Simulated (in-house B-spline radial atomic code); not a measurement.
Configurations of Gd+, with energies counted from [Xe] 4f7 5d1 6s1. Computed with a radial B-spline atomic code at the basis-set limit: scalar-relativistic (X2C) TPSSh, spin-polarised, spherical fractional occupations, Fermi nucleus of rms radius 5.1569 fm. Shells without spins written out take the highest spin.

Caution: exact exchange at fractional occupations of open shells leaves self-interaction of up to several eV.

Occupations are held fixed; configurations that lie above the ionisation limit could autoionise.

```tsv
configuration	E - E(ref) (eV)	highest orbital	its <r> (bohr)
[Xe] 4f8 5d1	2.7708	4f down	1.1
[Xe] 4f(1 up, 6 down) 5d(1 up, 0 down) 6s(0 up, 1 down)	8.7	5d up	2.6
[Xe] 4f(3 up, 4 down) 6s(0 up, 1 down) 6d(1 up, 0 down)	23.043	6d up	6.966
[Xe] 4f6 5d1 6s1 7d1	23.142	7d up	12.15
[Kr] 4d10 4f7 5s2 5p5 5d1 6s1 7d1	34.654	7d up	12.2
[Kr] 4d9 4f7 5s2 5p6 5d1 6s2	147.55	6s down	3.521
[Kr] 4d(5 up, 4 down) 4f(0 up, 7 down) 5s2 5p6 5d(0 up, 2 down) 6s(1 up, 0 down)	154.74	6s up	3.664
[Kr] 4d9 4f7 5s2 5p6 5d1 6s1 6f1	157.85	6f up	13.59
```

(1) Order these further configurations by energy, lowest first.
A. [Kr] 4d9 4f7 5s2 5p6 5d1 6s1 7d1
B. [Xe] 4f7 5d1 6d1
C. [Xe] 4f7 5d1 7p1
D. [Xe] 4f7 5d1 6p1
E. [Xe] 4f(5 up, 2 down) 6s(0 up, 1 down) 6p(0 up, 1 down)

(2) How far above the reference does [Xe] 4f(0 up, 7 down) 5d(0 up, 1 down) 6s(1 up, 0 down) lie?

(3) How far above the reference does [Kr] 4d10 4f(4 up, 3 down) 5s2 5p(2 up, 3 down) 5d(0 up, 1 down) 6s(1 up, 0 down) 6f(1 up, 0 down) lie?

(4) How far above the reference does [Kr] 4d10 4f7 5s2 5p5 5d1 6s1 6f1 lie?

Results:

(1) D (3.8116 eV), B (7.3762 eV), C (7.7879 eV), E (16.138 eV), A (157.24 eV).

(2) 0.74469 eV; its least bound orbital is 5d down with <r> = 2.488 bohr.

(3) 53.467 eV; its least bound orbital is 6f up with <r> = 13.76 bohr.

(4) 35.251 eV; its least bound orbital is 6f up with <r> = 13.62 bohr.
